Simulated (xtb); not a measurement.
Ti(F)(SH)3 (FH₃S₃Ti), SMILES [F][Ti]([SH])([SH])[SH], multiplicity 1. All values are semi-empirical tight-binding results from xtb (GFN2-xTB unless named), good for trends rather than for accurate numbers. The structure is a stationary point at GFN2-xTB. The multiplicity is an assumed one; no other spin state was optimised. The structure was generated by enumeration; whether it is a known compound was not checked. One conformer was computed; it need not be the lowest.

Optimised geometry:

```xyz
8

Ti     0.2505    -0.2314    -0.0421
F      1.3161    -1.5586    -0.0129
S      1.0123     1.5864     1.1149
H      1.1654     0.9038     2.2598
S     -0.3125     0.4660    -2.1475
H     -1.2221     1.3360    -1.6725
S     -1.6815    -0.8638     1.0224
H     -1.5918    -2.1382     0.6185
```
Charge 0, spin multiplicity 1.

For metal compounds this method's bond lengths and energies can be far off.

Computed properties:
```json
{
  "orbital_gap": "1.75 eV",
  "zero_point_energy": "15.5 kcal/mol",
  "G − E(el) at 298.15 K (modified RRHO)": "-8.3 kcal/mol"
}
```

### Question
Give the atomic charges and the Wiberg bond orders between heavy atoms. (The exact figures need the calculation; the answer reports its results.)

### Answer
charges (e) Ti1 0.85, F2 -0.37, S3 -0.35, H4 0.19, S5 -0.35, H6 0.19, S7 -0.35, H8 0.19. Bond orders Ti1–F2 1.00, Ti1–S3 1.21, Ti1–S5 1.21, Ti1–S7 1.20.
